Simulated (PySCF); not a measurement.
Compound: C6H5ClFO (doublet state).
Z-matrix (Å and degrees, GFN2-xTB geometry), rows numbered from 1:
```
C 
C   1  1.3743
C   2  1.3674  1  121.82
C   3  1.2819  2  167.06  1   -88.16
Cl  4  1.7804  3  122.70  2    -4.83
O   2  1.3685  1  116.21  3   175.79
C   6  1.3556  2  119.32  1   173.17
C   7  1.3264  6  122.73  2   176.65
F   8  1.3426  7  123.11  6    -0.59
H   1  1.0719  2  120.54  3     2.26
H   1  1.0730  2  119.82  3  -178.50
H   4  1.0779  3  126.46  2   174.64
H   7  1.0822  6  117.75  2    -3.77
H   8  1.0769  7  123.82  6   179.28
```

The hyperfine couplings belong to this conformer and change with its torsions.

Identity: `O(C(=C)/[C]=C\Cl)/C=C\F` [radical].

Method used: PySCF, UKS B3LYP, pcH-1 on C Cl F H O, non-relativistic, mean-field spin-orbit, GIAO. Geometry: GFN2-xTB, one conformer, isolated molecule. A GFN2-xTB geometry isn't a minimum of the functional, and hyperfine couplings can be far from their values at a DFT geometry. Stability of the SCF solution: not tested. ⟨S²⟩ is 0.779 where a pure state has 0.75.

(1) Give the principal g shifts and their parts.

(2) At 9.669 GHz, how far is the centre of the isotropic spectrum from where a free electron (g = 2.002319) resonates?

(3) What are the electron Larmor frequencies g μB B/h along the three axes at 350 mT?

(4) Average each term over the three axes. Which is largest in size?

(5) In a frozen sample, at which fields do the three g values resonate at 9.5, 34, 94 and 263 GHz (hyperfine left aside), and which band first spreads them over more than twice a line width of 0.5 mT?

## Answers

(1) 
```csv
Δg (ppm),1,2,3
relativistic mass correction,-155,-155,-155
gauge correction,31,21,-2
orbital Zeeman/spin–orbit,-2305,-224,640
total,-2428,-358,483
```

So g = 1.99989, 2.00196, 2.00280 and g_iso = 2.00155; the tensor is rhombic: the two nearest values differ by 29 % of g3 − g1. Axes: g1 points within 9° of the C2–C3 bond.

(2) B = hν/(g μB) with μB/h = 13.99624 MHz/mT gives 345.01 mT for the free electron and 345.15 mT at g_iso, 0.13 mT higher.

(3) 9.7968, 9.8070, 9.8111 GHz for g1, g2 and g3, a range of 14.3 MHz.

(4) The orbital-Zeeman/spin–orbit term -629, the mass correction -155 and the gauge correction 17 ppm, for a total of -768 ppm. The orbital-Zeeman/spin–orbit term is the largest in size. The mass correction is the same along every axis, so the anisotropy comes from the other two: their spans along these axes are 33 (gauge) and 2945 ppm (orbital Zeeman/spin–orbit).

(5) 
```tsv
band	GHz	B(g3) mT	B(g2) mT	B(g1) mT	spread mT
X	9.5	338.90	339.04	339.40	0.49
Q	34.0	1212.91	1213.42	1214.68	1.77
W	94.0	3353.35	3354.75	3358.23	4.88
J	263.0	9382.23	9386.17	9395.89	13.66
```

The spread grows in proportion to the frequency. Q band is the first where it exceeds 1.0 mT.

The Mulliken spin populations are largest on C1 (+0.69), C3 (+0.57), C2 (-0.21) and C4 (-0.08). The angles at C1 add up to 360.0°, so it is planar; its axial dipolar tensor and the negative couplings of its protons fit spin in a p orbital normal to that plane.

The HOMO–LUMO gaps are 5.37 eV among the α and 3.26 eV among the β orbitals.

The SMILES draws the unpaired electron on C3; the largest computed Mulliken spin population is on C1 (0.69 against 0.57).
